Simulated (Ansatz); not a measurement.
Potential energy curve for H₄SSi, SMILES [SiH3]S. The Si1–S5 bond (Si1 also carries H, H, H; S5 carries H) is varied alone, starting from the PBE0/def2-TZVP optimised geometry.

Levels of theory: UMP2 = MP2 on UHF/cc-pVTZ, frozen core in Ansatz (a program for electronic structure); UKS-B3LYP = unrestricted B3LYP/cc-pVTZ (Ansatz); UCCSD(T) = CCSD(T) on UHF/cc-pVTZ, frozen core run with Ansatz; RCCSD(T) = CCSD(T) on RHF/cc-pVTZ, frozen core run with Ansatz.

Energies are in mEh, each relative to the lowest point of its own curve near equilibrium.

```tsv
R / Å	UMP2	UKS-B3LYP	UCCSD(T)	RCCSD(T)
1.74	91.6	90.9	93.2	93.2
1.81	55.9	56.1	57.3	57.3
1.92	21.3	22.0	22.2	22.2
2.03	4.8	5.4	5.2	5.2
2.10	0.7	1.0	0.9	0.9
2.14	0.0	0.0	0.0	0.0
2.20	0.8	0.3	0.5	0.5
2.26	3.3	2.2	2.8	2.8
2.38	12.0	9.5	10.9	10.9
2.50	23.8	19.6	22.0	22.0
2.68	44.1	37.3	41.1	41.1
2.90	79.6	59.5	65.4	64.6
3.23	118.2	89.6	98.9	94.9
3.52	131.9	108.9	119.7	114.1
3.88	139.0	121.2	131.5	—
4.33	142.2	128.2	135.9	—
4.70	143.2	130.9	137.1	—
5.33	143.8	132.6	137.7	—
5.78	144.0	133.0	137.9	—
6.33	144.1	133.1	138.0	—
7.44	144.1	133.1	138.0	—
```

At the longest distance, 7.44 Å, UMP2 lies highest above its minimum (144.1 mEh) and UKS-B3LYP lowest (133.1 mEh).

A dash means that the run gave no value there, or that the column was ended at a point which the program doubted or which failed a test of continuity chosen for this set; such a test can also cut sound points.

The unrestricted determinant behind UMP2, UCCSD(T) is spin-contaminated at 2.90 to 7.44 Å (<S²> up to 1.0, against 0.00 for a pure singlet). The unrestricted determinant behind UKS-B3LYP is spin-contaminated at 3.52 to 7.44 Å (<S²> up to 1.0, against 0.00 for a pure singlet). The T1 diagnostic of CCSD on the restricted reference of RCCSD(T) exceeds 0.045 at 3.88 to 7.44 Å.
